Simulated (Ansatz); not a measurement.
`[SiH3]C=C=C[SiH3]`, relaxed with RKS PBE0-D4/def2-TZVP in Ansatz from a PBE-D4/def2-SVP geometry. The force threshold is 0.005 eV/Å; the program also tests the step.

Total charge 0; spin multiplicity 1.

Start:

```xyz
13

Si    1.339   -1.812    1.260
C     1.006    0.034    1.135
C     0.519    0.581    0.037
C    -0.013    1.087   -1.059
Si   -1.874    1.206   -1.301
H     2.789   -2.066    1.577
H     0.516   -2.419    2.367
H     0.986   -2.465   -0.045
H     1.223    0.683    2.005
H     0.658    1.451   -1.860
H    -2.565    0.681   -0.075
H    -2.284    2.636   -1.540
H    -2.300    0.402   -2.502
```

By how much does the energy fall, and how many steps does the optimiser take? (An estimate is asked.)

Ansatz gave: 6.01 kJ/mol, in 12 steps, 1 of them rejected.

Which bonds change most? (Best estimate.)

Ansatz gave: C4–Si5 from 1.880 to 1.859 Å; Si1–C2 from 1.880 to 1.860 Å; Si5–H13 from 1.507 to 1.488 Å; Si5–H12 from 1.507 to 1.488 Å.

Give the relaxed structure. (An estimate is asked.)

The calculation gave: 
```xyz
13

Si    1.306   -1.779    1.240
C     0.989    0.050    1.129
C     0.516    0.584    0.040
C     0.002    1.070   -1.052
Si   -1.840    1.176   -1.281
H     2.743   -2.042    1.517
H     0.513   -2.373    2.350
H     0.920   -2.412   -0.045
H     1.197    0.695    1.980
H     0.673    1.418   -1.836
H    -2.506    0.622   -0.077
H    -2.259    2.589   -1.481
H    -2.255    0.404   -2.484
```
